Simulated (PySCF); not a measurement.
A calculated (revPBE, PySCF 2.14, x2c-TZVPPall with one added diffuse shell each of s, p, d, f type, the spin-free X2C one-electron Hamiltonian (Gaussian nucleus)) atom or ion has these occupied shells.

```csv
shell,electrons,orbital energy (eV),"rms radius, mean of both spins (bohr)"
1s α,1,-51726.1,0.0245
1s β,1,-51726.1,0.0245
2s α,1,-8579.0,0.0990
2s β,1,-8578.9,0.0990
2p α,3,-7638.5,0.0890
2p β,3,-7638.4,0.0890
3s α,1,-1907.4,0.256
3s β,1,-1905.5,0.256
3p α,3,-1616.1,0.256
3p β,3,-1614.3,0.256
3d α,5,-1229.2,0.235
3d β,5,-1227.8,0.235
4s α,1,-382.85,0.576
4s β,1,-378.54,0.576
4p α,3,-286.60,0.611
4p β,3,-282.32,0.611
4d α,5,-152.74,0.673
4d β,5,-148.48,0.673
5s α,1,-52.778,1.41
5s β,1,-50.297,1.41
5p α,3,-30.194,1.69
5p β,3,-28.235,1.69
4f α,7,-8.965,1.07
5d α,1,-6.711,3.23
4f β,2,-5.804,1.07
```

Question: Name the element and its charge.

Answer: Tb+ (terbium, charge +1), in [Xe] 4f9 5d1, one real determinant (an excited configuration).
